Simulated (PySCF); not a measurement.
BCl₂, SMILES Cl[B]Cl, multiplicity 2.

Geometry optimised at r2SCAN-D4/def2-TZVP. The isomer is the one that the SMILES or the coordinates give; other isomers of the formula were not compared.

Level of theory: PySCF with M06-2X/def2-TZVPD.

The molecule is in vacuum.

**Question.** Estimate the frontier levels, dipole moment and polarisability. (The exact figures need the calculation; the answer reports its results.)

**Answer.** 
```
Item                                                                                                             Value
---------------------------------------------------------------------------------------------  -----------------------
α spin, highest occupied and lowest empty level                                                     -7.53 and -1.23 eV
β spin, highest occupied and lowest empty level                                                    -10.89 and -2.00 eV
dipole moment                                                                                                   0.11 D
quadrupole, principal values (traceless, Buckingham form, about the centre of nuclear charge)    -1.52, 0.51, 1.02 D·Å
mean static polarisability                                                                        44.0 bohr³ (6.52 Å³)
polarisability, principal values                                                                34.9, 39.3, 57.7 bohr³
⟨S²⟩                                                                                           0.755 (pure state 0.75)
```
